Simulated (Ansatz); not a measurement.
A single point on `C=C([SiH3])CCl`.

```yaml
crystal:
  periodic: [false, false, false]
  atoms:
    - {symbol: C, position_ang: [-1.231159, 1.037734, 0.170411]}
    - {symbol: C, position_ang: [-0.187739, 0.211076, 0.131844]}
    - {symbol: Si, position_ang: [-0.056024, -1.096397, -1.206920]}
    - {symbol: C, position_ang: [0.873220, 0.303546, 1.178129]}
    - {symbol: Cl, position_ang: [2.495839, 0.538652, 0.450501]}
    - {symbol: H, position_ang: [-2.041245, 0.972418, -0.548244]}
    - {symbol: H, position_ang: [-1.318699, 1.812920, 0.928955]}
    - {symbol: H, position_ang: [-1.384771, -1.211437, -1.862572]}
    - {symbol: H, position_ang: [0.962835, -0.746074, -2.227167]}
    - {symbol: H, position_ang: [0.314860, -2.400312, -0.593697]}
    - {symbol: H, position_ang: [0.944648, -0.618296, 1.757124]}
    - {symbol: H, position_ang: [0.705236, 1.140972, 1.855534]}
basis:
  gaussian: {orbitals: def2-QZVPP}
correlation: {method: mp2}
```

```sh
$ ansatz run in.yaml --threads 4 --pin off --events-out ev --progress --plain --max-ram 10444MiB
```

It prints (some lines left out):

```
Functional definition: HF
3071 factors; integrals over basis functions are off by at most 8.4e-4 eV
mean field evaluation 1: about -23566.5658 eV, gradient 3.1e1 eV
mean field evaluation 2: about -23566.7436 eV, gradient 3.1e1 eV
mean field evaluation 4: about -23569.9066 eV, gradient 4.2e0 eV
mean field evaluation 8: about -23569.9680 eV, gradient 3.2e-1 eV
mean field -23569.96835447 eV, -866.1803607283 hartree, gradient 1.6e-6 eV, S^2 0.000000; 0 other end points of the search recorded, 0 dependent functions left out
13 core orbitals not correlated: weight in the atoms' cores, before any rotation towards them, 1.000 or more for the frozen orbitals, at most 0.000 for the correlated occupied ones
reference -23569.96835447 eV, -866.1803607283 hartree; 15, 15 occupied and 493, 493 virtual orbitals, 3071 factors
second order -23.74192134 eV of doubles, -0.00000000 eV of singles
Total energy: -23593.71027581 eV, -867.0528602446 hartree
```

Hardware: 4 threads of an AMD EPYC 7R43 on a shared host. Wall time 48 s, peak host memory 3.7 GiB.
